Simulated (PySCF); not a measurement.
C2H6F2Si. Atoms are numbered in the order given.

```xyz
11

Si     0.6360    -0.4119     0.0000
F      1.0301     0.4779     1.2938
F      1.0301     0.4779    -1.2938
C     -1.1883    -0.7299     0.0000
C     -2.0354     0.5421     0.0000
H      1.4904    -1.6232     0.0000
H     -1.4152    -1.3575    -0.8803
H     -1.4152    -1.3575     0.8803
H     -3.1110     0.3101     0.0000
H     -1.8263     1.1594    -0.8868
H     -1.8263     1.1594     0.8868
```

Coordinates come from a PBE0-D3(BJ)/def2-SVP optimisation. Other conformers were not sampled.

All values below come from PySCF with PBE/def2-TZVP.

ESP charges are fitted to the potential on shells at 1.4 to 2.0 van der Waals radii. Atomic charges (e):

| atom | ESP fit | IAO |
|---|---|---|
| Si1 | ? | 1.44 |
| F2 | -0.25 | -0.52 |
| F3 | -0.25 | -0.52 |
| C4 | ? | -0.60 |
| C5 | -0.22 | -0.42 |
| H6 | -0.10 | -0.16 |
| H7 | 0.06 | 0.16 |
| H8 | 0.06 | 0.16 |
| H9 | ? | 0.15 |
| H10 | ? | 0.15 |
| H11 | ? | 0.15 |

Task: Some entries are withheld; supply them. (Estimate from the structure and the level; the computed values follow.)

Result: 
- Si1, ESP fit: 0.57
- C4, ESP fit: -0.11
- H9, ESP fit: 0.07
- H10, ESP fit: 0.08
- H11, ESP fit: 0.08

Task: Give the Mayer and Wiberg (Löwdin basis) orders of the bonds. (The exact figures need the calculation; the answer reports its results.)

Result: 
```json
[
 {"bond": "Si1–F2", "Mayer": "1.13", "Wiberg": "1.72"},
 {"bond": "Si1–F3", "Mayer": "1.13", "Wiberg": "1.72"},
 {"bond": "Si1–C4", "Mayer": "1.02", "Wiberg": "1.16"},
 {"bond": "C4–C5", "Mayer": "1.00", "Wiberg": "1.32"},
 {"bond": "Si1–H6", "Mayer": "0.93", "Wiberg": "0.91"},
 {"bond": "C4–H7", "Mayer": "0.92", "Wiberg": "0.83"},
 {"bond": "C4–H8", "Mayer": "0.92", "Wiberg": "0.83"},
 {"bond": "C5–H9", "Mayer": "0.96", "Wiberg": "0.90"},
 {"bond": "C5–H10", "Mayer": "0.97", "Wiberg": "0.90"},
 {"bond": "C5–H11", "Mayer": "0.97", "Wiberg": "0.90"}
]
```
